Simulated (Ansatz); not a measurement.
Abridged output of a molecular run in Ansatz:

```
Functional definition: HF
2584 factors; integrals over basis functions are off by at most 1.2e-3 eV
mean field evaluation 1: about -11548.2014 eV, gradient 7.8e1 eV
mean field evaluation 2: about -11548.6384 eV, gradient 7.8e1 eV
mean field evaluation 4: about -11560.1220 eV, gradient 1.4e1 eV
mean field evaluation 8: about -11560.5765 eV, gradient 1.3e0 eV
mean field evaluation 16: about -11560.5815 eV, gradient 1.7e-5 eV
mean field -11560.58147469 eV, -424.8435331514 hartree, gradient 1.7e-6 eV, S^2 0.000000; 0 other end points of the search recorded, 0 dependent functions left out
7 core orbitals not correlated: weight in the atoms' cores, before any rotation towards them, 1.000 or more for the frozen orbitals, at most 0.000 for the correlated occupied ones
reference -11560.58147469 eV, -424.8435331514 hartree; 29, 29 occupied and 391, 391 virtual orbitals, 2584 factors
second order -52.55812161 eV of doubles, -0.00000000 eV of singles
cycle   1  -49.40225858 eV  change     3.2e0 eV  update   2.9e-1
cycle   2  -51.38029011 eV  change    -2.0e0 eV  update   1.8e-1
cycle   3  -51.92392754 eV  change   -5.4e-1 eV  update   4.5e-2
cycle   4  -51.95209136 eV  change   -2.8e-2 eV  update   1.8e-2
cycle   5  -51.93082780 eV  change    2.1e-2 eV  update   5.9e-3
cycle   6  -51.93049967 eV  change    3.3e-4 eV  update   2.8e-3
cycle   7  -51.93140056 eV  change   -9.0e-4 eV  update   9.8e-4
cycle   8  -51.93035803 eV  change    1.0e-3 eV  update   5.2e-4
cycle   9  -51.93038865 eV  change   -3.1e-5 eV  update   2.0e-4
cycle  10  -51.93070949 eV  change   -3.2e-4 eV  update   9.0e-5
cycle  11  -51.93057028 eV  change    1.4e-4 eV  update   4.3e-5
cycle  12  -51.93047999 eV  change    9.0e-5 eV  update   2.3e-5
cycle  13  -51.93054750 eV  change   -6.8e-5 eV  update   9.3e-6
perturbative correction -2.73698730 eV, -0.1005824280 hartree
Total energy: -11615.24900949 eV, -426.8525280003 hartree
```

Its atoms:

```xyz
19

C    -2.147    2.277   -0.143
N    -1.153    1.304   -0.430
W     0.499    0.704   -0.514
N     0.852    0.304   -2.402
O     1.693    1.798    0.068
N     0.540   -0.906    0.585
C     1.815   -1.450    1.000
C    -0.581   -1.684    1.055
H    -2.872    1.877    0.575
H    -1.723    3.196    0.275
H    -2.699    2.536   -1.053
H     0.149    0.231   -3.118
H     1.780    0.290   -2.797
H     1.979   -2.448    0.573
H     1.864   -1.537    2.093
H     2.639   -0.806    0.683
H    -1.518   -1.217    0.758
H    -0.563   -1.770    2.150
H    -0.555   -2.702    0.643
```

(1) Which basis set was used?
A. def2-SVPD
B. def2-TZVPP
C. cc-pV(Q+d)Z
D. def2-SVP

(2) Write the keys of the input that set method, charge and spin (a neutral closed shell needs none for the last two).

Answers

(1) B. It gives 427 functions.

(2) 
```yaml
correlation: {method: ccsd_t}
```
